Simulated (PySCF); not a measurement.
Species: C₆H₈NSi (doublet state).
Z-matrix (Å and degrees, GFN2-xTB geometry), rows numbered from 1:
```
N 
C   1  1.3845
C   2  1.3969  1  120.74
C   3  1.3753  2  120.63  1   176.27
C   4  1.4027  3  121.59  2     0.49
Si  5  1.8406  4  121.44  3  -178.34
C   5  1.4027  4  117.09  3    -0.81
C   7  1.3752  5  121.61  4     0.81
H   1  1.0078  2  115.86  3   160.73
H   1  1.0078  2  115.87  3    22.93
H   3  1.0819  2  119.09  1    -3.65
H   4  1.0815  3  119.20  2   179.80
H   6  1.4520  5  117.73  4   -17.60
H   6  1.4520  5  117.72  4  -164.95
H   7  1.0814  5  119.20  4  -179.90
H   8  1.0819  2  119.09  1     3.61
```

The hyperfine couplings belong to this conformer and change with its torsions.

As a line formula: `Nc1ccc([SiH2])cc1` [radical].

Level of theory: UKS B3LYP, pcH-1 on C H N Si, non-relativistic, mean-field spin-orbit, GIAO in PySCF 2.14.0. Geometry: GFN2-xTB, one conformer, isolated molecule. The geometry wasn't refined by DFT: couplings that depend on bond lengths, twists or pyramidal angles can differ widely from those at the functional's own minimum, by a factor of two or more for some ions and for spin on atoms past the first row. No stability test was run, so a lower SCF solution isn't excluded.

Principal values of hyperfine tensors in MHz (contact, dipolar and spin–orbit terms together), for some of the nuclei:

```
atom  isotope       A1       A2       A3  alike by the symmetry of this geometry
 Si6     29Si  -432.87  -179.38  -179.27                                    none
 H13       1H   -20.51    -7.25    -1.32                                     H14
  C4      13C     1.52     2.11    23.09                                      C7
  C2      13C     0.01     0.70    22.76                                    none
  C8      13C   -13.24    -5.20    -4.43                                      C3
  C5      13C   -14.00    -3.95    -1.41                                    none
 H12       1H    -7.60    -6.15    -2.99                                     H15
 H16       1H     1.00     2.02     3.54                                     H11
```

Task: Give the isotropic coupling of each nucleus in MHz and in mT (g = 2.0035), and the anisotropic part.

Result: a_iso = (A1 + A2 + A3)/3, Ti = Ai − a_iso; 1 mT corresponds to 28.041 MHz. The tensors hold a spin–orbit part: the run splits a_iso into a_FC + a_SO, and T includes its anisotropic share.

```json
{"atom": "Si6", "a_iso (MHz)": "-263.84", "a_FC": "-264.92", "a_SO": "1.08", "a_iso (mT)": "-9.409", "T1": "-169.03", "T2": "84.46", "T3": "84.57"}
{"atom": "H13", "a_iso (MHz)": "-9.70", "a_FC": "-9.72", "a_SO": "0.02", "a_iso (mT)": "-0.346", "T1": "-10.82", "T2": "2.44", "T3": "8.37"}
{"atom": "C4", "a_iso (MHz)": "8.91", "a_FC": "8.92", "a_SO": "-0.01", "a_iso (mT)": "0.318", "T1": "-7.39", "T2": "-6.79", "T3": "14.18"}
{"atom": "C2", "a_iso (MHz)": "7.82", "a_FC": "7.83", "a_SO": "-0.01", "a_iso (mT)": "0.279", "T1": "-7.82", "T2": "-7.12", "T3": "14.94"}
{"atom": "C8", "a_iso (MHz)": "-7.62", "a_FC": "-7.62", "a_SO": "0.00", "a_iso (mT)": "-0.272", "T1": "-5.62", "T2": "2.42", "T3": "3.19"}
{"atom": "C5", "a_iso (MHz)": "-6.45", "a_FC": "-6.48", "a_SO": "0.03", "a_iso (mT)": "-0.230", "T1": "-7.55", "T2": "2.50", "T3": "5.04"}
{"atom": "H12", "a_iso (MHz)": "-5.58", "a_FC": "-5.58", "a_SO": "0.00", "a_iso (mT)": "-0.199", "T1": "-2.02", "T2": "-0.57", "T3": "2.59"}
{"atom": "H16", "a_iso (MHz)": "2.19", "a_FC": "2.19", "a_SO": "0.00", "a_iso (mT)": "0.078", "T1": "-1.18", "T2": "-0.17", "T3": "1.35"}
```

Task: What spin density at the nucleus of H13 lies behind its contact coupling (g_N = 5.58569)?

Result: a_FC = (2μ0/3) gₑ μB g_N μN ρ(0)/(2S·h) = 800.24 MHz × g_N × ρ(0)/(2S), with ρ in bohr⁻³. With a_FC = -9.72 MHz and 2S = 1, ρ(0) = -0.002174 bohr⁻³. In magnitude that is 0.7 % of the 1/π = 0.318 of a free hydrogen atom.

Task: N1 (14N, g_N = 0.40376) isn't in the table. Its spin density at the nucleus is 0.0117 bohr⁻³. What is its contact coupling?

Result: By the same relation, a_FC = 3.78 MHz. Its full tensor has the principal values 1.98, 2.08, 7.26 MHz.

Task: Which nucleus of the table has the largest anisotropic coupling, and what is its form?

Result: Si6: -169.0, 84.5, 84.6 MHz (the dipolar term alone has -168.0, 84.0, 84.0), axial, in the ratio +1:+1:−2, the form that spin in one p orbital centred on that nucleus gives (the nuclear moment is negative).

Task: In a single crystal, with the field along each principal axis of the tensor of Si6 in turn, what first-order splitting does this nucleus give (isotropic g, quadrupole terms neglected)?

Result: 2 lines (I = 1/2), spaced by |A_i|/(g × 13.996): 15.44, 6.40, 6.39 mT along the axes of A1, A2 and A3.
